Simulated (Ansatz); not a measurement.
Z-matrix (Å, degrees):
```
C
O 1 1.407
H 1 1.097 2 108.4
H 1 1.098 2 111.6 3 118.5
H 1 1.098 2 113.7 3 -119.5
In 2 2.008 1 119.8 3 151.3
O 6 2.020 2 111.1 1 -8.6
C 7 1.397 6 127.3 2 -177.7
H 8 1.097 7 108.1 6 -179.3
H 8 1.098 7 113.0 6 -60.8
H 8 1.098 7 112.9 6 62.1
```

Charge 0, multiplicity 2. In takes the def2 core potential.

(1) List the ωB97M-V/def2-TZVPP orbital energies in eV (Ansatz). (An estimate is asked.)

Answers

(1) Ansatz gave: α occupied: -525.65, -525.31, -282.35, -282.07, -131.22, -87.65, -87.48, -87.36, -30.20, -29.84, -24.14, -24.05, -24.01, -23.97, -23.89, -20.97, -20.66, -15.78, -14.88, -14.73, -14.41, -14.06, -14.01, -11.38, -10.21, -10.16, -9.75, -8.62. α empty: 0.15, 1.33, 1.40, 3.05, 3.27, 3.75, 3.83, 4.73. β occupied: -525.49, -525.21, -282.35, -282.06, -131.17, -87.59, -87.42, -87.34, -29.89, -29.65, -24.02, -23.94, -23.90, -23.89, -23.77, -20.89, -20.58, -15.47, -14.69, -14.65, -14.37, -13.92, -13.84, -10.79, -10.06, -9.64, -9.56. β empty: -2.11, 0.25, 1.32, 1.43, 3.20, 3.42, 3.85, 3.97. ⟨S²⟩ = 0.757.
